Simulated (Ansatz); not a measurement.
Two isomers of CH6BNOSi: A = `CB1O[SiH]1N`, B = `C[SiH]1NB1O`.

Program: Ansatz. Geometries: PBE0-D4/def2-TZVP. ΔE: electronic, gas phase. CCSD(T)/CBS adds triple-zeta CCSD(T) − MP2 to the extrapolated MP2 energy (def2 sets, frozen cores). DFT in def2-TZVPP. B3LYP here is the variant with VWN-RPA as its local correlation; programs differ in this. One conformer a species, not always the lowest.

Question: Which isomer does CCSD(T)/CBS put lower? Give the gap. (Estimate.)

Answer: Computed: A, by 18.0 kJ/mol.

Question: Give E(B) − E(A) in kJ/mol with HF/def2-TZVPP, ωB97M-V, B2PLYP, PBE-D4, B3LYP-D4, r2SCAN-D4, MP2/def2-TZVPP. (Estimate.)

Answer: Computed: HF/def2-TZVPP 18.6, ωB97M-V 16.8, B2PLYP 18.5, PBE-D4 10.3, B3LYP-D4 15.8, r2SCAN-D4 16.2, MP2/def2-TZVPP 17.8. None reverses the order clearly.

Largest T1 diagnostic: 0.014.
